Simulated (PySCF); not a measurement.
C₂H₇F₂NSi, SMILES FC(F)C[SiH2]N. Heavy atoms are numbered as in [NH2:1][SiH2:2][CH2:3][CH:4]([F:5])[F:6]. Hydrogens are named by the atom that carries them.

The structure is a stationary point at PBE0-D3(BJ)/def2-SVP. The structure was generated by enumeration, and PubChem lists no compound with its InChIKey, so it may never have been made. Other conformers were not sampled.

All values below come from HF/pcSseg-1 in PySCF.

GIAO shieldings, no solvent; atoms alike by connectivity are averaged. δ = σ(ref) − σ: ¹⁵N against NH3 (σ = 267.3 ppm); ²⁹Si against TMS (σ = 393.8 ppm); ¹³C against TMS (σ = 192.6 ppm); ¹⁹F against CFCl3 (σ = 238.5 ppm); ¹H against TMS (σ = 31.99 ppm), references at their B3LYP-D3(BJ)/def2-TZVP geometries, non-relativistic.

```json
[
 {"nucleus": "¹⁵N", "atoms": "N1 (NH2)", "count": "1", "δ (ppm)": "0.3"},
 {"nucleus": "²⁹Si", "atoms": "Si2 (SiH2)", "count": "1", "δ (ppm)": "-36.0"},
 {"nucleus": "¹³C", "atoms": "C4 (CH)", "count": "1", "δ (ppm)": "106.5"},
 {"nucleus": "¹³C", "atoms": "C3 (CH2)", "count": "1", "δ (ppm)": "25.7"},
 {"nucleus": "¹⁹F", "atoms": "F5", "count": "2", "δ (ppm)": "-102.2"},
 {"nucleus": "¹H", "atoms": "H on C4", "count": "1", "δ (ppm)": "5.83"},
 {"nucleus": "¹H", "atoms": "H on Si2", "count": "2", "δ (ppm)": "4.80"},
 {"nucleus": "¹H", "atoms": "H on C3", "count": "2", "δ (ppm)": "1.16"},
 {"nucleus": "¹H", "atoms": "H on N1", "count": "2", "δ (ppm)": "0.54"}
]
```
